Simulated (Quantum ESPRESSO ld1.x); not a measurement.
Values are calculated unless marked as measured or tabulated.
Isoelectronic series with 2 electrons, all held in the configuration [He], which need not be the ground one along the series. Code: ld1.x of Quantum ESPRESSO 7.5. Model: scalar-relativistic Kohn-Sham, LDA (Slater exchange, Perdew-Wang correlation), spin-polarised, spherical densities, point nucleus. Total energies (hartree) and orbital eigenvalues (hartree):

ion	E (hartree)	1s
He	-2.8346	-0.57027
N5+	-44.3610	-18.6562
Mg10+	-136.0491	-61.8095
Cl15+	-278.3006	-130.225
Ti20+	-471.7072	-224.192
Co25+	-717.0813	-344.106
Ge30+	-1015.4759	-490.485
Rb35+	-1368.2087	-663.978
